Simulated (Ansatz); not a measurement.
Consider the silylene formation by 1,1-elimination: `C[SiH](F)Br` → `CF` + `[SiH]Br`.

Isolated molecules relaxed with PBE0-D4/def2-TZVP in Ansatz; ΔE leaves out vibrations. CBS: MP2 limit from def2 TZ/QZ plus the TZ coupled-cluster correction, frozen cores. This one scheme is used for every species. Functionals use def2-TZVPP. B3LYP here is the variant with VWN-RPA as its local correlation; programs differ in this. HSE06 is defined as in plane-wave codes. For Br outer-core shells are correlated without core-valence functions, which leaves a few kJ/mol of doubt a bond. Scalar relativity is left out up to krypton.

`C[SiH](F)Br`:

Z-matrix (Å, degrees):
```
C
Si 1 1.844
H 1 1.093 2 110.1
H 1 1.092 2 110.3 3 119.8
H 1 1.092 2 110.6 3 -120.2
F 2 1.594 1 109.5 3 60.2
Br 2 2.213 1 110.3 3 178.5
H 2 1.478 1 114.1 3 -60.3
```

`CF`:

Cartesian coordinates in Å:
```
C -0.003 0.061 0.005
F 0.069 -1.309 -0.105
H 0.967 0.491 -0.252
H -0.265 0.323 1.032
H -0.768 0.434 -0.680
```

`[SiH]Br`:

```xyz
3

Si    0.724   -0.090    0.483
Br   -0.840    1.361   -0.213
H     0.116   -1.271   -0.270
```

| level | ΔE (kJ/mol) | difference from CCSD(T)/CBS |
| --- | --- | --- |
| HSE06-D4 | 434.6 | -5.7 |
| BHLYP-D4 | 439.2 | -1.1 |
| r2SCAN | 449.8 | 9.5 |
| PBE0 | 428.4 | -11.9 |
| B3LYP | 406.5 | -33.8 |
| r2SCANh | 452.1 | 11.8 |
| BHLYP | 428.7 | -11.6 |
| CAM-B3LYP | 427.9 | -12.4 |
| MP2/def2-SVP | 427.7 | -12.6 |
| CCSD/CBS(def2) | 439.0 | -1.3 |
| CCSD(T)/CBS | 440.3 | 0 |

What do rigid-rotor, harmonic-oscillator terms from PBE0-D4/def2-TZVP frequencies (298.15 K, 1 bar) make of the CCSD(T)/CBS value? (Best estimate.)

The calculation gave: ΔZPE = -8.1 kJ/mol, ΔH = +435.3 kJ/mol, ΔS = 156 J/(mol·K), ΔG = +388.8 kJ/mol.

Largest T1 diagnostic among the species: 0.011.

The D4 term adds +13.3 kJ/mol with B3LYP and +7.1 kJ/mol with PBE0; it sums over pairs of atoms, weighted by their polarisabilities, and B3LYP, whose exchange is more repulsive, gets the larger term. From r2SCAN to r2SCAN0 (25 % exact exchange), in def2-TZVPP and without D4, ΔE moves by +5.5 kJ/mol.
